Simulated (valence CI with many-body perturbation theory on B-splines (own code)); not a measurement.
Which ion has this spectrum?

A relativistic CI+MBPT calculation for an atom or ion with 7 electrons gives these levels (× 10³ cm⁻¹):

| J | Parity | E | g |
| --- | --- | --- | --- |
| 3/2 | odd | 0.00 | 1.55 |
| 3/2 | odd | 384.83 | 1.32 |
| 5/2 | odd | 487.30 | 1.19 |
| 1/2 | odd | 621.60 | 0.66 |
| 3/2 | odd | 995.54 | 1.24 |
| 5/2 | even | 1391.3 | 1.55 |
| 3/2 | even | 1647.4 | 1.52 |
| 1/2 | even | 1658.6 | 2.43 |
| 3/2 | even | 1956.7 | 1.14 |
| 5/2 | even | 2073.8 | 1.24 |
| 1/2 | even | 2231.3 | 1.54 |
| 3/2 | even | 2317.2 | 1.19 |
| 1/2 | even | 2740.8 | 1.34 |
| 3/2 | odd | 3442.4 | 1.33 |

The energies are calculated, and their last digits are not significant.

(1) Which is it?
A. Sr31+
B. Y32+
C. Kr29+
D. Rb30+

Results:

(1) C. Kr29+, ground level (2s^2 2p1/2^2 2p3/2) J=3/2.
